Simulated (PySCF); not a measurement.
## NMR data sheet: Ethylbenzene

```
Formula                               : C8H10
SMILES                                : CCc1ccccc1
Point group of the computed structure : Cs
Degrees of unsaturation               : 4
Carbon signals                        : 6
Proton signals                        : 5
```

Numbering as in the mapped SMILES `[CH3:1][CH2:2][c:3]1[cH:4][cH:5][cH:6][cH:7][cH:8]1`; H(Xn) means a hydrogen on atom n.

All values are calculated (PySCF): shielding tensors at PBE0/pcSseg-1 (GIAO), structure optimised with GFN2-xTB. One computed conformer, in vacuum, rapidly exchanging positions averaged, relativity neglected.

Chemical shifts δ = σref − σ; 1H, 13C vs TMS, all at this level.

| carbon | δC, type | δH (multiplicity) | HMBC from (2–3 bonds) | span of the C tensor (ppm) |
| --- | --- | --- | --- | --- |
| C1 | 22.6, CH3 | 1.20 (t) | H(C2) | 33 |
| C2 | 35.3, CH2 | 2.65 (q) | H(C4)/H(C8), H(C1) | 37 |
| C3 | 151.4, C | – | H(C5)/H(C7), H(C4)/H(C8), H(C2), H(C1) | 237 |
| C4/C8 | 133.3, CH | 7.49 (m) | H(C5)/H(C7), H(C4)/H(C8), H(C6), H(C2) | 218 |
| C5/C7 | 134.2, CH | 7.60 (m) | H(C5)/H(C7), H(C4)/H(C8), H(C6) | 235 |
| C6 | 131.0, CH | 7.48 (m) | H(C5)/H(C7), H(C4)/H(C8) | 233 |

- Carbon types of the structure: 1 × C, 5 × CH, 1 × CH2, 1 × CH3, which accounts for all hydrogens.
- δC 151.4: substituted aromatic carbon.
- δC 134.2, 133.3, 131.0: aromatic CH; the aromatic region.
- δC 35.3: sp3 CH2 on an aromatic ring; aliphatic region, no heteroatom directly attached.
- δC 22.6: methyl carbon; aliphatic region, no heteroatom directly attached.
- δH 2.65: hydrogen on an sp3 CH2 on an aromatic ring; benzylic-type position, deshielded by the ring.

Shifts are as computed. Against solution values, carbons near 30 ppm lie about +3 ppm off and those near 130 ppm about +5 ppm. Of 246 compounds with measured shifts, 49 miss one by over three times the rms of a fit or turn the order of signals round; such compounds aren't used in these exercises. No couplings were computed; multiplicities are counted from neighbouring protons, with m where these are inequivalent, close in shift, in a saturated or five-membered ring or joined by F or P, and br s for small geminal =CH2 splittings.
